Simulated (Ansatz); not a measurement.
Total energies of CH6ClNSi (`C[SiH](N)Cl`).

```xyz
10

C    -1.012    0.977   -0.093
Si    0.474   -0.080   -0.422
N     0.434   -1.467    0.571
Cl    2.148    1.119   -0.121
H    -0.988    1.876   -0.711
H    -1.929    0.424   -0.310
H    -1.036    1.292    0.954
H     0.583   -0.544   -1.824
H     0.245   -1.375    1.556
H     1.080   -2.222    0.400
```

Total charge 0; spin multiplicity 1. The structure was optimised at the PBE0-D4/def2-TZVP level. It is one conformer, not always the lowest. Basis def2-TZVPP, Ansatz 0.2.0.

RPA on PBE orbitals: Hartree–Fock energy of these orbitals -844.36815 Eh, correlation -1.18670 Eh (frozen core).

| functional | energy without D4 (Eh) | D4 term (kJ/mol) |
| --- | --- | --- |
| r2SCAN0 | -846.20031 | -5.9 |
| CAM-B3LYP | -846.30061 | -17.7 |

Q: Give the same for LDA (SPW92), PBE, revPBE, BLYP, r2SCAN, B97M-V, PBE0, B3LYP, r2SCANh, HSE06 (plane-wave form), BHLYP, LC-ωPBE, ωB97X-V, ωB97M-V, B2PLYP, PBE-QIDH. (Estimate.)

A: Ansatz gave: 
```csv
functional,energy without D4 (Eh),D4 term (kJ/mol)
LDA (SPW92),-842.82788,–
PBE,-845.85816,-20.6
revPBE,-846.14735,-60.9
BLYP,-846.27057,-45.2
r2SCAN,-846.21581,-5.0
B97M-V,-846.12822,–
PBE0,-845.93951,-17.4
B3LYP,-846.36924,-33.4
r2SCANh,-846.20928,-5.3
HSE06 (plane-wave form),-845.91957,-16.3
BHLYP,-846.27128,-25.8
LC-ωPBE,-846.05870,–
ωB97X-V,-846.18609,–
ωB97M-V,-846.23546,–
B2PLYP,-845.99439,–
PBE-QIDH,-845.76255,–
```

B3LYP takes the VWN-RPA correlation (the form of Gaussian; ORCA's B3LYP/G). HSE06 is the plane-wave form, built on full-range PBE exchange. The double hybrids freeze the cores in their second-order part.

LC-ωPBE has ω = 0.4 bohr⁻¹.
